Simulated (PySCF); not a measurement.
C₅H₁₁SSi (doublet state).
Cartesian coordinates in Å at the GFN2-xTB level; atoms count from 1:
```
atom  x, y, z in Å
C1    -2.960   -0.353    0.704
C2    -2.063    0.465   -0.216
C3    -0.598    0.367    0.175
S4     0.038   -1.335   -0.100
Si5    2.153   -1.035    0.017
C6     2.756    0.688    0.068
C7     2.892    0.277   -1.328
H8    -2.900    0.020    1.724
H9    -3.995   -0.297    0.374
H10   -2.649   -1.394    0.697
H11   -2.181    0.119   -1.245
H12   -2.354    1.518   -0.177
H13   -0.458    0.594    1.231
H14    0.010    1.043   -0.424
H15    2.693   -2.383    0.038
H16    3.673    0.953    0.583
H17    3.855    0.281   -1.826
H18    2.079    0.478   -2.013
```

The hyperfine couplings belong to this conformer and change with its torsions.

Identity: `CCCS[Si@@H]1[CH]C1` [radical].

Level of theory: PySCF, UKS B3LYP, pcH-1 on C H S Si, non-relativistic, mean-field spin-orbit, GIAO. The structure is a single GFN2-xTB conformer in the gas phase; no vibrational or solvent corrections. GFN2-xTB frequencies show an imaginary mode (28i cm⁻¹), so this geometry is no minimum at that level. The geometry wasn't refined by DFT: couplings that depend on bond lengths, twists or pyramidal angles can differ widely from those at the functional's own minimum. The SCF solution wasn't tested for stability.

Question: Predict the first-order ENDOR lines of H18, H16, H15, H17 and H13 under fast tumbling at B = 3364.5 mT (W band).

Answer: For S = 1/2 in fast tumbling each set of equivalent nuclei gives two lines, ν± = |νn ± a/2| to first order, with νn = g_N μN B/h and μN/h = 7.62259 MHz/T.

| nuclei | isotope | g_N | νn (MHz) | a_iso (MHz) | lower line (MHz) | upper line (MHz) |
| --- | --- | --- | --- | --- | --- | --- |
| H18 | 1H | 5.5857 | 143.25 | 99.34 | 93.58 | 192.92 |
| H16 | 1H | 5.5857 | 143.25 | -33.01 | 126.75 | 159.76 |
| H15 | 1H | 5.5857 | 143.25 | -13.06 | 136.72 | 149.78 |
| H17 | 1H | 5.5857 | 143.25 | 11.43 | 137.54 | 148.97 |
| H13 | 1H | 5.5857 | 143.25 | 5.08 | 140.71 | 145.79 |

Question: Which pairs are centred on the nuclear Larmor frequency, and which on half the coupling?

Answer: Centred on νn, since |a| < 2νn: H18, H16, H15, H17 and H13. No pair has |a| > 2νn.

Question: At what field would the lower line of H15 fall to zero frequency?

Answer: Where νn = |a|/2, that is B = 6.53 MHz/(5.5857 × 7.62259 MHz/T) = 153 mT, as far as first order holds there.

The largest Mulliken spin populations are on C6 (+0.64), Si5 (+0.22) and C7 (+0.10). The angles at C6 add up to 312.6°, so it is pyramidal.

The run took 94 s of wall time (grids of density and orbitals included) on one thread of an Arm Neoverse V2, shared host with 96 logical CPUs at a one-minute load of 66, and the process peaked at 0.98 GiB of memory.
